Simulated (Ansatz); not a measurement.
Reaction: CH2NO (SMILES O=C[NH], doublet) → CH2NO- (SMILES [NH-]C=O) (an electron is taken up)
Each species at its own B3LYP-D3(BJ)/def2-TZVP minimum (Ansatz, an electronic-structure program).

Total energies in hartree (Ansatz). Radicals and triplets start from unrestricted determinants; spin-orbit coupling is neglected. Correlated methods leave the cores frozen. No relativity.

| species | HF/aug-cc-pVTZ | CCSD(T)/aug-cc-pVTZ | HF/aug-cc-pVQZ | CCSD(T)/aug-cc-pVQZ | CCSD(T)/aug-cc-pVDZ | CCSDT(Q)/aug-cc-pVDZ |
|---|---|---|---|---|---|---|
| 1: CH2NO (SMILES [NH]C=O, doublet) | -168.35691 | -168.96317 | -168.36749 | -169.00548 | -168.82248 | -168.82487 |
| 2: CH2NO- (SMILES [NH-]C=O) | -168.40020 | -169.06644 | -168.41062 | -169.11048 | -168.92122 | -168.92358 |

Problem. Work out the adiabatic electron affinity (electronic), positive where energy is released in eV: take Hartree-Fock from aug-cc-pVQZ, extrapolate the CCSD(T) correlation energy as X^-3 (X = 3, 4), and add CCSDT(Q) - CCSD(T) in aug-cc-pVDZ. 1 hartree = 27.211 eV.

Solution. 
Species 1: correlation (64·(-0.63799) - 27·(-0.60626))/37 = -0.66114; step -0.00239; E1 = -168.36749 + (-0.66114) + (-0.00239) = -169.03102
Species 2: correlation (64·(-0.69986) - 27·(-0.66624))/37 = -0.72439; step -0.00236; E2 = -168.41062 + (-0.72439) + (-0.00236) = -169.13737
+1·E1 -1·E2 = 0.10635 hartree = 2.89 eV.
